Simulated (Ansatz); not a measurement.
Ag₂Se (the lowest singlet isomer of a short search) was relaxed with r2SCAN-D4 (def2-TZVP) in Ansatz in these states: neutral quintet, neutral singlet, neutral triplet. The geometries follow in no particular order.

In the def2 sets Ag takes a core potential; there is no spin–orbit coupling.

A:

```csv
atom,x (Å),y (Å),z (Å)
Ag1,-1.5476,0.2189,0.0273
Ag2,0.6311,-1.3715,-0.4056
Se3,0.9165,1.1525,0.3782
```

B:

```xyz
3

Ag   -0.030   -0.816    1.353
Ag   -1.121    0.785   -0.791
Se    1.150    0.032   -0.562
```

C:

```xyz
3

Ag   -1.183    0.379    0.883
Ag    1.323   -0.502    0.566
Se   -0.140    0.123   -1.449
```

Q: Judge from the bond lengths which geometry belongs to which state (an estimate).

A: A is the neutral quintet (Ag2–Se3 2.658 Å, Ag1–Se3 2.658 Å, Ag1–Ag2 2.732 Å); B is the neutral singlet (Ag2–Se3 2.403 Å, Ag1–Se3 2.403 Å, Ag1–Ag2 2.890 Å); C is the neutral triplet (Ag2–Se3 2.568 Å, Ag1–Se3 2.568 Å, Ag1–Ag2 2.676 Å).

At PBE0-D4/def2-TZVP a singlet lies 4.06 eV below the neutral quintet. At PBE0-D4/def2-TZVP a singlet lies 1.26 eV below the neutral triplet. These are the stationary points nearest to one start from a short search; other shapes may lie lower in each state.
